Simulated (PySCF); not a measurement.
## Levels of Rh²⁶⁺ from EOM-EA-GCCSD

Reference: closed-shell Rh²⁷⁺, [Ar]; one electron is added. Calculated with PySCF 2.14, two-component X2C-1e with screened spin-orbit coupling, an even-tempered Gaussian basis (19 s from 1.3 bohr⁻², ratio 2.6; 14 p from 1.7 bohr⁻², ratio 2.6; 6 d from 1.8 bohr⁻², ratio 2.8; 3 f from 34 bohr⁻², ratio 2.8); frozen [Ne]; the 64 highest virtual spinors dropped; of the others 50 kept and the rest restored at second order. No Breit or QED terms. Binding energies in eV.

| level | Koopmans | second order | EOM-CCSD |
| --- | --- | --- | --- |
| 3d3/2 | 1342.5 | 1343.9 | 1343.6 |
| 3d5/2 | 1335.9 | 1337.2 | 1336.9 |

For comparison, the ionisation energy of Rh²⁶⁺ is 1344 ± 4 eV (theoretical estimate listed by NIST; NIST Atomic Spectra Database, ionization energies).

Only part of the computed levels is shown.
